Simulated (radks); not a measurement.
Fe3+, 23 electrons, occupied as [Ar] 3d5.

Method: scalar-relativistic Kohn-Sham, Slater X-alpha with alpha = 0.667, spin-unpolarised, spherical densities, finite nucleus; Fermi nuclear charge, rms radius 3.7377 fm; computed with a radial shooting solver on a logarithmic mesh with Libxc functionals.

Energy parts (hartree):
total: -1265.94100
kinetic: 1282.04606
electron-nucleus: -3001.85559
Hartree: 504.01649
exchange: -50.14797

Orbitals (lengths in bohr, moments of r in powers of bohr; <r^-3> diverges for s and p1/2):
| orbital | occ. | eigenvalue (hartree) | <r^-3> |
|---|---|---|---|
| 1s | 2 | -257.9326 | - |
| 2s | 2 | -31.38702 | - |
| 2p | 6 | -26.97854 | 479.7 |
| 3s | 2 | -4.73728 | - |
| 3p | 6 | -3.49538 | 61.67 |
| 3d | 5 | -1.53664 | 5.687 |

The highest occupied level is 3d at -41.814 eV. For comparison, the ionisation energy in NIST's Atomic Spectra Database is 54.91 eV (measured). In exact Kohn-Sham theory the highest level is minus the ionisation energy, but local and semilocal functionals leave it too shallow, through self-interaction and a potential that decays too fast; potentials with the right tail come closer. Summed over all electrons, <r^2> = 13.38 bohr^2, which gives a Langevin (diamagnetic) susceptibility term of -10.6 x 10^-6 cm^3/mol. The density falls to 0.001 e/bohr^3 at r = 2.76 bohr.

Beside tabulated values, note that spin-unpolarised runs miss the spin-polarisation part of the exchange energy of open shells.
